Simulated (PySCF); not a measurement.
**Telling isomers of C$_{5}$H$_{3}$F$_{3}$O apart by NMR**

Fast rotation and ring inversion assumed for equivalent nuclei, in vacuum, no relativistic terms, one conformer. GIAO PBE0/pcSseg-1 shieldings; structure optimised with GFN2-xTB; PySCF.

Chemical shifts δ = σref − σ; ¹H and ¹³C against TMS, all at this level. Splittings of carbon signals by F and P are missing where no couplings were computed. Where no couplings were computed, multiplicities follow the n + 1 count of equivalent neighbours, and m marks all less simple cases (inequivalent or close neighbours, rings, F or P nearby). Shifts are as computed. Against solution values, carbons near 30 ppm lie about +3 ppm off and those near 130 ppm about +5 ppm. Of 1211 compounds with measured shifts, 218 miss one by over three times the rms of a fit or turn the order of signals round; such compounds aren't used in these exercises.

(1) Tabulate the signals of `Fc1ccc(C(F)F)o1`, `O=C1C=C(C(F)(F)F)C1` and their relative energies.

(2) What is the quickest way to tell Fc1ccc(C(F)F)o1 from O=C1C=C(C(F)(F)F)C1?

## Answers

(1) 
```tsv
SMILES	carbon types	δC	δH	E rel. (kcal/mol)
Fc1ccc(C(F)F)o1	2×C 3×CH	167.5, 146.1, 120.3, 115.0, 92.2	7.20 (m, 1H), 6.80 (m, 1H), 5.97 (m, 1H)	0.0
O=C1C=C(C(F)(F)F)C1	3×C 1×CH 1×CH2	186.0, 169.2, 149.9, 130.8, 51.7	6.51 (m, 1H), 3.52 (s, 2H)	4.7
```

Energies are electronic energies at PBE0/pcSseg-1 on these geometries, without zero-point or thermal terms, each for the one conformer computed, which needn't be the lowest.

(2) Both give the same number of carbon signals, but DEPT or the intensities differ. The first has an aromatic CH at 92.2 ppm, the second an sp3 CH2 α to a carbonyl at 51.7 ppm. Their most deshielded carbons lie at 167.5 and 186.0 ppm. In the proton spectra the most deshielded non-exchanging signals are 7.20 (m, 1H) and 6.51 (m, 1H).
